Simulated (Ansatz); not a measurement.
`C[SiH](C)Br` + H₂ → `C[SiH2]Br` + CH₄  (hydrogenolysis of the Si–C bond)

Program: Ansatz. Geometries: PBE0-D4/def2-TZVP. ΔE: electronic, gas phase. CCSD(T)/CBS adds triple-zeta CCSD(T) − MP2 to the extrapolated MP2 energy (def2 sets, frozen cores). This one scheme is used for every species. DFT in def2-TZVPP. B3LYP here is the variant with VWN-RPA as its local correlation; programs differ in this. For Br outer-core shells are correlated without core-valence functions, which leaves a few kJ/mol of doubt a bond. Scalar relativity is left out up to krypton.

`C[SiH](C)Br`:

```xyz
11

C    -0.233    0.052    1.574
Si   -0.587   -0.222   -0.232
C     0.920    0.005   -1.299
Br   -2.137    1.259   -0.878
H     0.166    1.054    1.742
H     0.503   -0.677    1.927
H    -1.141   -0.060    2.170
H    -1.188   -1.562   -0.452
H     1.336    1.007   -1.172
H     1.687   -0.725   -1.026
H     0.674   -0.133   -2.354
```

H₂:

```xyz
2

H    -0.228   -0.294   -0.031
H     0.228    0.294    0.031
```

`C[SiH2]Br`:

```xyz
8

C     0.015   -0.356    0.957
Si    0.082    0.428   -0.726
Br   -1.022   -0.840   -2.189
H     0.557    0.263    1.678
H     0.473   -1.347    0.940
H    -1.018   -0.458    1.295
H     1.475    0.547   -1.220
H    -0.564    1.763   -0.735
```

CH₄:

Cartesian coordinates in Å:
```
C 0.000 0.000 0.000
H 0.807 -0.529 -0.506
H -0.933 -0.545 -0.138
H -0.098 1.001 -0.420
H 0.225 0.073 1.064
```

```json
{"level": "PBE0-D4", "ΔE (kcal/mol)": "-4.3"}
{"level": "PBE", "ΔE (kcal/mol)": "-5.3"}
{"level": "BLYP", "ΔE (kcal/mol)": "-7.4"}
{"level": "r2SCAN", "ΔE (kcal/mol)": "-4.3"}
{"level": "B3LYP", "ΔE (kcal/mol)": "-7.3"}
{"level": "BHLYP", "ΔE (kcal/mol)": "-7.8"}
{"level": "HF/def2-SVP", "ΔE (kcal/mol)": "-11.6"}
{"level": "CCSD/def2-TZVPP", "ΔE (kcal/mol)": "-5.7"}
```

Question: What does CCSD(T)/CBS give? (An estimate is asked.)

Answer: Computed: -4.0 kcal/mol. The listed levels differ from it by -0.3, -1.3, -3.4, -0.3, -3.3, -3.8, -7.6, -1.7 kcal/mol.

Largest T1 diagnostic among the species: 0.008.

In def2-TZVPP, CCSD(T) changes the Hartree–Fock value by +5.4 kcal/mol (the triples alone add +1.0 kcal/mol) and MP2 by +6.8 kcal/mol. Leaving LDA and LC-ωPBE aside and taking each functional with its dispersion term where it has one, the values, not all of them listed here, spread over 3.2 kcal/mol, from B2PLYP to revPBE-D4. LDA lies +1.8 kcal/mol from PBE without D4. At CCSD(T), def2-SVP lies −3.6 kcal/mol from the extrapolated value and def2-TZVPP −0.6 kcal/mol.
